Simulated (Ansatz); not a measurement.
The molecule SO+, multiplicity 2 (lowest of 2S+1 = 2, 4 at CCSD(T)/def2-TZVPP on PBE0 minima; our sources give no spin for the ground state, which may be another). The T1 diagnostic near the minimum is 0.076, so single-reference values are doubtful.

The constants come from a fifth-degree fit in 1/R (seven points, main isotopes). Runs in def2 and cc sets follow the lowest solution found near the PBE0 minimum.

The values were computed with Ansatz (a quantum-chemistry and plane-wave program) with Gaussian orbitals. 

Energies at r2SCAN/def2-TZVPP:

```csv
R (Å),E (hartree)
1.315794,-472.94386398
1.351165,-472.95558285
1.383706,-472.96168683
1.420492,-472.96420798
1.457277,-472.96298904
1.499722,-472.95794229
1.549241,-472.94834138
```

Problem. With a reduced mass of 10.6613 u, find the minimum, the force constant and the constants.

Solution. A fifth-degree polynomial in 1/R puts the minimum at r_e = 1.4256 Å with force constant 1160 N/m. Then ω_e = (1/2πc)√(k/μ) = 1361 cm⁻¹ and B_e = h/(8π²cμr_e²) = 0.7780 cm⁻¹; the cubic and quartic terms give α_e = 0.0053 and ω_e x_e = 6.3 cm⁻¹.
